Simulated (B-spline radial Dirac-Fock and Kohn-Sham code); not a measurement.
# Kohn-Sham estimates against Dirac-Fock for the levels of Lu

System: the Lu atom, 1s2 2s2 2p6 3s2 3p6 3d10 4s2 4p6 4d10 4f14 5s2 5p6 5d2 6s1 (an excited configuration).

The density-functional columns are spherical, spin-unpolarised Dirac-Kohn-Sham results without Breit or QED terms: −ε is minus the orbital energy of the initial state and ΔSCF the difference of two total energies. The reference in the last column comes from relaxed Dirac-Fock hole states (ΔSCF) with Breit and QED corrections and a finite nucleus. All numbers are from a radial atomic solver, in eV; a selection of levels is shown. For the 1s level of heavy atoms much of the gap between ΔSCF and the reference is the Breit and QED part, -304.1 eV here; for other levels the error of the functional can be larger.

| level | LDA −ε | LDA ΔSCF | Dirac-Fock |
| --- | --- | --- | --- |
| 1s | 63087.8 | 63608.0 | 63314.9 |
| 2s | 10733.4 | 10824.6 | 10882.4 |
| 2p1/2 | 10250.1 | 10368.4 | 10354.8 |
| 2p3/2 | 9133.9 | 9236.4 | 9249.9 |
| 3s | 2431.0 | 2454.2 | 2503.7 |
| 3p1/2 | 2216.3 | 2241.5 | 2272.3 |
| 3p3/2 | 1978.3 | 2000.9 | 2033.4 |
| 3d3/2 | 1611.7 | 1639.8 | 1645.8 |
| 3d5/2 | 1559.7 | 1586.8 | 1594.8 |
| 4s | 482.5 | 491.5 | 517.9 |
| 4p1/2 | 395.0 | 403.9 | 423.2 |
| 4p3/2 | 340.6 | 349.2 | 369.2 |
| 4d3/2 | 196.3 | 204.7 | 213.4 |
| 4d5/2 | 186.4 | 194.6 | 203.6 |
| 4f5/2 | 9.66 | 16.82 | 11.75 |
| 4f7/2 | 8.13 | 15.22 | 10.30 |
| 5p1/2 | 35.79 | 40.79 | 39.21 |
| 5p3/2 | 28.89 | 33.63 | 32.47 |
| 5d | 1.49 | 4.58 | 3.11 |
| 6s | 4.58 | 7.11 | 5.63 |

Values without a named source are computed, but for edge energies of neutral atoms, which are taken from tables.
